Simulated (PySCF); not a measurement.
Sn(F)(Br)2(Et), SMILES C[CH2][Sn]([F])([Br])[Br], PBE0/def2-SVP optimised geometry.

```
11

C      1.33    -1.53    -0.05
C      0.76    -0.12     0.00
Sn    -1.38    -0.12     0.00
F     -2.01    -0.98     1.62
Br    -2.44     2.12     0.00
Br    -2.34    -1.48    -1.85
H      1.05    -2.12     0.84
H      1.00    -2.08    -0.94
H      2.44    -1.49    -0.07
H      1.06     0.49    -0.87
H      1.05     0.43     0.91
```

Density from PBE0/def2-TZVP, def2 effective core potentials past Kr (PySCF) at that geometry. The core electrons that the potentials of Sn replace are not part of the density.

Minimum of the electron density along straight lines between bonded atoms, close to the bond critical point (lines longer than 1.1 times the sum of covalent radii, or with two minima, are not listed):

```tsv
bond	length / Å	ρ at the minimum / e bohr⁻³	∇²ρ there / e bohr⁻⁵	position (fraction from the first atom)
C1–C2	1.520	0.245	-0.60	0.49
C2–Sn3	2.146	0.108	0.07	0.48
Sn3–F4	1.936	0.119	0.57	0.52
Sn3–Br5	2.476	0.080	0.10	0.47
Sn3–Br6	2.480	0.079	0.11	0.47
C1–H7	1.100	0.274	-0.93	0.64
C1–H8	1.101	0.273	-0.92	0.64
C1–H9	1.102	0.271	-0.91	0.64
C2–H10	1.101	0.273	-0.92	0.65
C2–H11	1.101	0.272	-0.91	0.65
```
